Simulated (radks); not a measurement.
Question: The mean radii <r> (bohr) of the occupied orbitals of an atom or ion are listed with their occupations. All-electron calculation, Dirac Kohn-Sham, PBEsol, spin-unpolarised, spherical densities, point nucleus. Program: a radial shooting solver on a logarithmic mesh with Libxc functionals.

| orbital | occ. | <r> |
|---|---|---|
| 1s1/2 | 2 | 0.05849 |
| 2s1/2 | 2 | 0.2670 |
| 2p1/2 | 2 | 0.2336 |
| 2p3/2 | 4 | 0.2366 |
| 3s1/2 | 2 | 0.8050 |
| 3p1/2 | 2 | 0.8397 |
| 3p3/2 | 4 | 0.8485 |
| 3d3/2 | 4 | 0.9863 |
| 3d5/2 | 1 | 0.9898 |

Name the element and its charge. Open shells, if any, fill j = l - 1/2 first.

Answer: Z = 26, iron, charge +3: Fe3+ in [Ar] 3d5. The 1s radius gives Z: for a bare nucleus <r> = (2 gamma + 1)/(2Z) with gamma = sqrt(1 - (Z/c)^2), 0.05699 bohr for Z = 26, and screening makes it slightly larger (0.05849 here). The occupations add up to 23, and the charge is Z minus that.
